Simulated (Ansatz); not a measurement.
Frontier orbitals of C₈H₁₆, SMILES `CC[C@@H]1CCC[C@H]1C`.

Total charge 0; spin multiplicity 1. Geometry: relaxed with PBE0-D4/def2-TZVP. It is one conformer, not always the lowest. Basis def2-TZVPP, Ansatz 0.2.0.

Problem. Compute the vertical ionisation energy as the energy of the cation minus that of the neutral molecule, at each level. (Estimate.)

Solution. The calculation gave: 
```
               level  IE (eV)  difference from CCSD(T)/CBS(def2)
   PBE-D4/def2-TZVPP     9.75                              -0.95
r2SCAN-D4/def2-TZVPP     9.88                              -0.81
  PBE0-D4/def2-TZVPP    10.20                              -0.49
 B3LYP-D4/def2-TZVPP    10.23                              -0.47
  ωB97X-V/def2-TZVPP    10.49                              -0.21
  ωB97M-V/def2-TZVPP    10.46                              -0.23
   B2PLYP/def2-TZVPP    10.32                              -0.38
       HF/def2-TZVPP     9.90                              -0.79
      MP2/def2-TZVPP    10.81                               0.11
     CCSD/def2-TZVPP    10.65                              -0.05
  CCSD(T)/def2-TZVPP    10.60                              -0.09
       HF/def2-QZVPP     9.89                              -0.80
      MP2/def2-QZVPP    10.86                               0.16
        HF/CBS(def2)     9.89                              -0.80
       MP2/CBS(def2)    10.90                               0.20
      CCSD/CBS(def2)    10.74                               0.04
   CCSD(T)/CBS(def2)    10.69                               0.00
```

B3LYP here is the variant with VWN-RPA as its local correlation; programs differ in this.
